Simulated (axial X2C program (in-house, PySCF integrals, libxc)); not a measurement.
## CoO⁺ at several levels of theory

Computed with an in-house relativistic program for diatomic molecules. Spin-free means the one-electron spin-free X2C Hamiltonian; two-component (2c) means X2C with spin–orbit coupling and atomic mean-field two-electron Coulomb and Gaunt terms, so the difference of the two also holds small scalar two-electron terms. Basis: Co dyall-cv3z [9s10p6d3f2g], O dyall-av3z [7s6p3d2f] (cores contracted in-house); Gaussian nuclei, density fitting, unrestricted open shells. Masses: Co 58.933 u, O 15.995 u.

State, spin-free: M_S = 2, Λ = 2 (beyond evenly filled blocks: σα, π+α, π-α, δ+α, δ+β, δ-α); electrons by block: σα: 9, σβ: 8, π+α: 4, π+β: 3, π-α: 4, π-β: 3, δ+α: 1, δ+β: 1, δ-α: 1. Fragments: Co+ + O.

State, 2c: Ω = 4 (⟨Sz⟩ = 2.00, ⟨Lz⟩ = 2.00 at PBE0); electrons by block: 1/2: 12, -1/2: 12, 3/2: 5, -3/2: 4, 5/2: 1. Fragments: Co+ + O.

| Hamiltonian | level | Re (Å) | ωe (cm⁻¹) | ωexe (cm⁻¹) | De (eV) | D0 (eV) | k (mdyn/Å) | μ (D) |
| --- | --- | --- | --- | --- | --- | --- | --- | --- |
| spin-free | PBE0 | 1.610 | 807.7 | 7.05 | 3.04 | 2.99 | 4.84 | -4.16 |
| spin-free | MP2 | 1.701 | 712.8 | n/a | 1.93 | 1.89 | 3.77 | n/a |
| spin-free | B97-3 | 1.622 | 774.1 | 7.42 | 2.86 | 2.82 | 4.44 | -4.22 |
| 2c | PBE0 | 1.611 | 804.5 | 7.05 | n/a | n/a | 4.8 | -4.16 |
| 2c | MP2 | 1.702 | 712.5 | n/a | n/a | n/a | 3.76 | n/a |
| 2c | B97-3 | 1.623 | 767.7 | n/a | n/a | n/a | 4.37 | -4.22 |

Correlated methods: 14 electrons correlated (number of frozen shells: Co 3 s, 2 p; O 1 s), 250 virtual spin orbitals or spinors in MP2.

Dipoles are positive if O is the positive end and refer to the centre of mass.

Occupations by symmetry block were frozen at the best pattern of an incomplete PBE0 search. De is counted from the lowest determinant-based energies of the atoms at the same level, without counterpoise correction. De is not given where an atomic determinant may have missed its ground term or J level, or where the truncated virtual space spoils (T). Density functionals use the spin component along the axis (collinear). The functionals have no current-density term, which raises determinants with orbital currents, atoms included. With several unpaired electrons one determinant need not be a pure state. Open-shell Ω = 0 determinants with evenly filled partner blocks cannot be reached by this program, so the Ω shown need not be the lowest component.

No reliable constants came from CCSD (2c), CCSD (spin-free), CCSD(T) (2c), CCSD(T) (spin-free), HF (2c), HF (spin-free): no minimum in range, unconverged points, a curve that is not smooth, a change of character along it, or the two Hamiltonians disagreeing along it.

Rough cost a point (2c) on 1 thread(s) of a shared host, integrals apart: PBE0 0.9 s, B97-3 0.9 s.

The whole task took 3.6 min on 1 thread of AMD EPYC 7B13 (Zen 3), on a shared host.
